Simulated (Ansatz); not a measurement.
`B[Si](C)(F)[SiH3]` → B• + C• + F• + 8 H• + 2 Si•  (atomization)

Calculated with Ansatz (gas phase, PBE0-D4/def2-TZVP geometries, no zero-point term in ΔE). CBS: MP2 limit from def2 TZ/QZ plus the TZ coupled-cluster correction, frozen cores. This one scheme is used for every species, atoms too. Functionals use def2-TZVPP. Open shells (•) are unrestricted, without spin–orbit coupling. Spin–orbit coupling would lower the free atoms: a little for B, C, F, Si.

`B[Si](C)(F)[SiH3]`:

```xyz
13

B    -0.671    0.200    1.954
Si   -0.520    0.367   -0.023
C    -1.128   -1.119   -0.983
F    -1.286    1.667   -0.604
Si    1.790    0.679   -0.419
H    -1.081    1.071    2.662
H    -0.240   -0.786    2.482
H    -0.608   -2.019   -0.647
H    -2.200   -1.267   -0.834
H    -0.945   -0.992   -2.052
H     2.527   -0.560   -0.043
H     2.341    1.812    0.371
H     2.023    0.948   -1.865
```

Q: What is ΔE at CCSD(T)/CBS? (Best estimate.)

A: Computed: +4438.2 kJ/mol.

Q: What do these levels give: PBE-D4, PBE0-D4, PBE0, CCSD/def2-TZVPP, CCSD(T)/def2-TZVPP, MP2/CBS(def2)? (Estimate.)

A: Computed: PBE-D4 4454.3, PBE0-D4 4422.3, PBE0 4398.6, CCSD/def2-TZVPP 4290.2, CCSD(T)/def2-TZVPP 4333.4, MP2/CBS(def2) 4460.6 kJ/mol.

Largest T1 diagnostic among the species: 0.014.

The D4 term adds +44.6 kJ/mol with B3LYP and +23.8 kJ/mol with PBE0; it sums over pairs of atoms, weighted by their polarisabilities, and B3LYP, whose exchange is more repulsive, gets the larger term. In def2-TZVPP, CCSD(T) changes the Hartree–Fock value by +904.7 kJ/mol (the triples alone add +43.2 kJ/mol) and MP2 by +927.1 kJ/mol; breaking electron pairs costs correlation energy, which Hartree–Fock lacks.

B3LYP here is the variant with VWN-RPA as its local correlation; programs differ in this.

For atomizations the MP2-based limit and the directly extrapolated one differ by several kJ/mol either way, and by 10 to 25 for some Ge, Se and Sn compounds, so smaller differences from it don't rank the levels.
